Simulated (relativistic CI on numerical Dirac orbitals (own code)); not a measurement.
Electric-dipole transitions in Pt¹⁸⁺

These numbers are calculated, not measured: Dirac-Coulomb-Breit CI, KLI orbitals optimised for each configuration, QED by a radiative potential, unscaled Slater integrals (own radial code, finite nucleus).

Configuration list (outside the closed core [Kr]): 4d10.4f12.5s2, 4d10.4f14, 4d10.4f13.5s, 4d10.4f12.5s.5p, 4d10.4f11.5s2.5p, 4d10.4f12.5s.5d, 4d10.4f11.5s.5p2, 4d10.4f13.5d, 4d9.4f13.5s2, 4d10.4f12.5s.5g, 4d10.4f13.6s, 4d10.4f12.5p2, 4d10.4f11.5p3, 4d9.4f13.5p2, 4d10.4f13.5p, 4d9.4f14.5p, 4d10.4f13.5f, 4d9.4f14.5f. Double excitations out of closed p, d and f shells are left out; levels of such configurations are missing from the list, as are those of other unlisted configurations, and high levels can miss mixing partners.

```csv
λ vac (nm),Lower,Upper,A (s⁻¹),log gf,S velocity/length
17.577,4d10.4f12.5s2 3H_6 [6],4d10.4f12.5s.5p 3G°_5 [194],1.63e+10,-0.08,0.89
17.738,4d10.4f12.5s2 3H_6 [6],4d10.4f12.5s.5p 3H°_6 [188],1.14e+11,0.84,0.95
17.875,4d10.4f12.5s2 3F_4 [7],4d10.4f12.5s.5p 3G°_4 [196],2.27e+10,-0.01,0.93
17.912,4d10.4f12.5s2 3F_4 [7],4d10.4f12.5s.5p 3G°_5 [194],9.90e+10,0.72,1.00
18.079,4d10.4f12.5s2 3F_4 [7],4d10.4f12.5s.5p 3F°_4 [189],8.34e+10,0.57,0.91
18.148,4d10.4f12.5s2 3F_4 [7],4d10.4f12.5s.5p 3D°_3 [184],8.33e+10,0.46,0.86
18.173,4d10.4f12.5s2 3H_6 [6],4d10.4f12.5s.5p 3I°_7 [172],1.24e+11,0.96,0.99
18.315,4d10.4f12.5s2 3H_6 [6],4d10.4f12.5s.5p 3G°_5 [166],4.61e+10,0.41,0.83
18.375,4d10.4f12.5s2 3H_5 [8],4d10.4f12.5s.5p 3G°_4 [196],6.71e+10,0.49,0.83
18.400,4d10.4f12.5s2 3H_6 [6],4d10.4f12.5s.5p 3G°_5 [163],4.20e+10,0.37,0.82
18.591,4d10.4f12.5s2 3H_5 [8],4d10.4f12.5s.5p 3F°_4 [189],2.07e+10,-0.02,0.81
18.895,4d10.4f13.5s 3F°_4 [2],4d10.4f13.5p 3F_4 [72],4.14e+10,0.30,0.77
18.930,4d10.4f13.5s 3F°_2 [4],4d10.4f13.5p 3F_3 [78],2.71e+10,0.01,0.87
19.081,4d10.4f13.5s 3F°_3 [3],4d10.4f13.5p 3F_4 [72],2.25e+10,0.04,0.87
19.088,4d10.4f13.5s 3F°_2 [4],4d10.4f13.5p 3F_2 [77],5.08e+10,0.14,0.79
19.142,4d10.4f13.5s 1F°_3 [5],4d10.4f13.5p 3F_3 [78],3.87e+10,0.17,0.77
19.151,4d10.4f13.5s 3F°_4 [2],4d10.4f13.5p 1F_3 [71],1.31e+10,-0.30,0.88
19.342,4d10.4f13.5s 3F°_3 [3],4d10.4f13.5p 1F_3 [71],5.08e+10,0.30,0.79
19.567,4d10.4f13.5s 3F°_4 [2],4d10.4f13.5p 3G_5 [67],6.24e+10,0.60,0.91
19.624,4d10.4f13.5s 1F°_3 [5],4d10.4f13.5p 3G_4 [76],5.76e+10,0.48,0.89
19.635,4d10.4f13.5s 3F°_3 [3],4d10.4f13.5p 3D_2 [70],5.93e+10,0.23,0.83
19.859,4d10.4f13.5s 3F°_2 [4],4d10.4f13.5p 3D_1 [73],6.24e+10,0.04,0.84
29.732,4d10.4f13.5s 3F°_4 [2],4d10.4f13.5p 3G_4 [20],6.51e+09,-0.11,0.65
29.803,4d10.4f13.5s 1F°_3 [5],4d10.4f13.5p 3F_2 [22],1.40e+10,-0.03,0.67
29.999,4d10.4f13.5s 3F°_2 [4],4d10.4f13.5p 3G_3 [21],1.03e+10,-0.01,0.83
30.050,4d10.4f13.5s 3F°_4 [2],4d10.4f13.5p 3D_3 [19],1.43e+10,0.13,0.70
30.195,4d10.4f13.5s 3F°_3 [3],4d10.4f13.5p 3G_4 [20],1.01e+10,0.09,0.83
31.576,4d10.4f12.5s2 3H_5 [8],4d10.4f12.5s.5p 5I°_6 [36],4.09e+09,-0.10,0.94
31.586,4d10.4f12.5s2 1I_6 [14],4d10.4f12.5s.5p 3K°_7 [61],4.63e+09,0.02,0.95
32.030,4d10.4f12.5s2 3H_6 [6],4d10.4f12.5s.5p 3I°_7 [27],4.16e+09,-0.02,0.98
```

Terms are leading LS components. Brackets give the number of a level in order of energy, since labels repeat. The list gives strong lines, with weight on those to low levels, among the lowest 200 of 3459 levels, so that lines to higher ones, which can be the strongest, are missing. Levels whose partners in the same complex of configurations lie outside the list can be far off, and so can their lines. Rates are taken at the computed energies, electric ones in the length gauge. A velocity-to-length ratio far from 1 marks an uncertain rate.

At this charge transitions that keep the count of f electrons are usually good to a few per cent. Terms inside the open d or f shell come out 10 to 20 % too wide with unscaled integrals. Levels that differ in their count of f electrons can be misplaced by several ten thousand cm⁻¹, since the correlation energy of f electrons is missing or only estimated; rates across such gaps can be off by orders of magnitude. The computed lowest level isn't the tabulated ground level, which NIST ASD gives as 4f12 5s2 3H6; for such ions that label comes from theory and may be the wrong one.

LS names give the leading component of a level, which can be under half, so a name can repeat, a term be missing and a line seem to break the LS rules.
